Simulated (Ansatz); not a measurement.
Program: Ansatz. Geometries: PBE0-D4/def2-TZVP. ΔE: electronic, gas phase. CCSD(T)/CBS is the MP2 limit (def2-TZVPP, def2-QZVPP) plus CCSD(T) − MP2 in def2-TZVPP, frozen cores. DFT in def2-TZVPP. B3LYP here is the variant with VWN-RPA as its local correlation; programs differ in this. HSE06 is defined as in plane-wave codes. def2 core potentials past Kr. For Ge, In outer-core shells are correlated without core-valence functions, which leaves a few kJ/mol of doubt a bond. Scalar relativity is left out up to krypton.

`C[N](C)[InH2]` + `C[NH][GeH3]` → `C[N]([GeH3])[InH2]` + `CNC`  (ligand exchange at the In–N bond)

`C[N](C)[InH2]`:

```xyz
12

C    -0.301    0.403    1.331
N     0.021    0.009   -0.013
C    -0.910   -0.951   -0.541
In    1.601    0.726   -1.046
H     0.420    1.131    1.711
H    -1.301    0.860    1.395
H    -0.300   -0.457    2.020
H    -1.938   -0.556   -0.561
H    -0.645   -1.237   -1.562
H    -0.936   -1.871    0.066
H     2.543    1.859   -0.175
H     1.745    0.084   -2.626
```

`C[NH][GeH3]`:

```xyz
10

C     0.195   -1.388    0.067
N     0.754   -0.057   -0.072
Ge   -0.384    1.379    0.080
H     0.996   -2.132    0.113
H    -0.494   -1.685   -0.738
H    -0.356   -1.456    1.010
H     1.361    0.010   -0.878
H     0.447    2.645   -0.174
H    -0.949    1.354    1.509
H    -1.570    1.328   -0.916
```

`C[N]([GeH3])[InH2]`:

Cartesian coordinates in Å:
```
C -0.769 0.748 -1.053
N -0.130 0.042 0.044
Ge 1.557 -0.583 -0.320
In -1.068 -0.210 1.826
H -0.887 0.113 -1.943
H -1.769 1.094 -0.773
H -0.199 1.635 -1.365
H 2.073 -1.297 0.940
H 2.492 0.589 -0.696
H 1.519 -1.562 -1.516
H -2.632 0.493 1.839
H -0.187 -1.062 3.017
```

`CNC`:

Z-matrix (Å, degrees):
```
C
N 1 1.445
H 1 1.094 2 109.4
H 1 1.092 2 110.0 3 117.9
H 1 1.104 2 114.0 3 -120.2
C 2 1.445 1 112.8 3 65.3
H 2 1.011 1 109.8 3 -171.9
H 6 1.104 2 114.0 1 54.9
H 6 1.094 2 109.4 1 -65.3
H 6 1.092 2 110.0 1 176.8
```

```
             level  ΔE (kcal/mol)  difference from CCSD(T)/CBS
       LDA (SPW92)           -1.1                          1.9
            PBE-D4           -1.7                          1.3
         revPBE-D4           -1.6                          1.4
           BLYP-D4           -1.5                          1.5
         r2SCAN-D4           -2.1                          0.9
            B97M-V           -2.3                          0.7
           PBE0-D4           -2.2                          0.8
          B3LYP-D4           -2.0                          1.0
        r2SCANh-D4           -2.2                          0.8
        r2SCAN0-D4           -2.4                          0.6
          HSE06-D4           -2.3                          0.7
          BHLYP-D4           -2.8                          0.2
           ωB97M-V           -2.5                          0.5
            B2PLYP           -2.4                          0.6
          PBE-QIDH           -2.9                          0.1
               PBE           -1.5                          1.5
            revPBE           -1.5                          1.5
              BLYP           -1.2                          1.8
            r2SCAN           -2.0                          1.0
              PBE0           -2.1                          0.9
             B3LYP           -1.7                          1.3
           r2SCANh           -2.2                          0.8
           r2SCAN0           -2.4                          0.6
             HSE06           -2.1                          0.9
             BHLYP           -2.2                          0.8
         CAM-B3LYP           -1.8                          1.2
RPA@PBE/def2-TZVPP           -2.9                          0.1
      MP2/def2-SVP           -3.3                         -0.3
  CCSD(T)/def2-SVP           -3.0                          0.0
     HF/def2-TZVPP           -3.0                          0.0
    MP2/def2-TZVPP           -3.3                         -0.3
SCS-MP2/def2-TZVPP           -3.3                         -0.3
   CCSD/def2-TZVPP           -3.0                          0.0
CCSD(T)/def2-TZVPP           -3.0                          0.0
     HF/def2-QZVPP           -2.9                          0.1
    MP2/def2-QZVPP           -3.3                         -0.3
SCS-MP2/def2-QZVPP           -3.2                         -0.2
      HF/CBS(def2)           -2.9                          0.1
     MP2/CBS(def2)           -3.3                         -0.3
    CCSD/CBS(def2)           -3.0                          0.0
       CCSD(T)/CBS           -3.0                            0
```

Largest T1 diagnostic among the species: 0.017.

From BLYP to BHLYP (50 % exact exchange), in def2-TZVPP and without D4, ΔE moves by −1.0 kcal/mol. Leaving LDA and LC-ωPBE aside and taking each functional with its dispersion term where it has one, the values spread over 1.3 kcal/mol, from PBE-QIDH to BLYP-D4.
